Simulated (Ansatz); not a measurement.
F$_{2}$, charge +1, doublet, at a GFN2-xTB geometry (a state made from the parent by changing its charge; the spin is typed, not shown lowest). Base run: R2SCAN/def2-TZVP (Ansatz, a first-principles code).

Geometry (Å):
```xyz
2

F      0.0000     0.0000    -0.6468
F      0.0000     0.0000     0.6468
```
Charge +1, spin multiplicity 2.
Orbitals are unrestricted.
All else is at Ansatz's defaults.
Base energy -198.95389 Eh.

Variants of this job, named by their change:

```tsv
change	ΔE vs base (kcal/mol)
base	0.000
point_charge = charge:-1.0 position_ang:3.4084, 1.2204, -0.4386	-90.3
fitting.mean_field = cc-pVTZ-JKFIT	-0.009
point_charge = charge:0.5 position_ang:2.0043, 2.8099, -1.1774	44.43
lower_state_search = full	0.000
forces = on	0.000
accuracy = high	0.001
final_grid = 14, 28, 59	0.000
final_grid = 10, 20, 41	0.018
final_grid = 6, 12, 29	-0.200
fitting.mean_field = def2-universal-JKFIT	-0.027
```
